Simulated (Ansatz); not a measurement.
Consider the ligand exchange at a B–O bond: `O[SiH2]B(O)F` + H–F → `O[SiH2]B(F)F` + H₂O.

Computed with Ansatz on PBE0-D4/def2-TZVP structures; ΔE is electronic, products minus reactants. CCSD(T)/CBS adds triple-zeta CCSD(T) − MP2 to the extrapolated MP2 energy (def2 sets, frozen cores). This one scheme is used for every species. Functionals use def2-TZVPP. Each species was taken in one conformer, which may not be the lowest.

(1) Is it downhill or uphill in electronic energy at CCSD(T)/CBS, and by how much? (Estimate.)

(2) What do these levels give: r2SCAN-D4, PBE0-D4, CAM-B3LYP-D4, r2SCAN, CAM-B3LYP, LC-ωPBE? (Best estimate.)

Largest T1 diagnostic among the species: 0.013.

Answers

(1) The calculation gave: Downhill: ΔE = -9.1 kJ/mol.

(2) The calculation gave: r2SCAN-D4 -11.8, PBE0-D4 -8.2, CAM-B3LYP-D4 -11.3, r2SCAN -12.2, CAM-B3LYP -12.6, LC-ωPBE -10.8 kJ/mol.

In def2-TZVPP, CCSD(T) changes the Hartree–Fock value by +8.1 kJ/mol (the triples alone add +1.1 kJ/mol) and MP2 by +10.0 kJ/mol. At CCSD(T), def2-SVP lies +4.0 kJ/mol from the extrapolated value and def2-TZVPP −0.5 kJ/mol. Leaving LDA and LC-ωPBE aside and taking each functional with its dispersion term where it has one, the values, not all of them listed here, spread over 6.1 kJ/mol, from B97M-V to revPBE-D4. LDA lies +4.9 kJ/mol from PBE without D4.
